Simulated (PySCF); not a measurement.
C3H9Ga, SMILES [CH2](CC)[GaH2]. Atoms are numbered in the order given.

```xyz
13

Ga     0.0401     1.3358     0.0000
H     -1.0037     2.5174     0.0000
H      1.5816     1.6715     0.0000
C     -0.5856    -0.5359     0.0000
C      0.4924    -1.6166     0.0000
C     -0.0664    -3.0326     0.0000
H     -1.2552    -0.6530    -0.8736
H     -1.2552    -0.6530     0.8736
H      1.1514    -1.4850    -0.8761
H      1.1514    -1.4850     0.8761
H     -0.6954    -3.2113     0.8873
H      0.7341    -3.7890     0.0000
H     -0.6954    -3.2113    -0.8873
```
Charge 0, spin multiplicity 1.

Geometry: PBE0-D3(BJ)/def2-SVP. The structure was generated by enumeration; whether it is a known compound was not checked. The values are those of a single conformer.

These are PySCF with KT2/pcSseg-1 values and carry that method's errors.

GIAO shieldings, no solvent; atoms alike by connectivity are averaged. δ = σ(ref) − σ: ¹H against TMS (σ = 31.47 ppm); ¹³C against TMS (σ = 185.1 ppm), references at their B3LYP-D3(BJ)/def2-TZVP geometries, non-relativistic.

Computed chemical shifts:
```
nucleus          atoms  count  δ (ppm)
-------  -------------  -----  -------
¹H              H2, H3      2     6.95
¹H             H9, H10      2     2.00
¹H       H11, H12, H13      3     1.35
¹H              H7, H8      2     1.27
¹³C                 C4      1     32.1
¹³C                 C5      1     27.9
¹³C                 C6      1     23.5
```
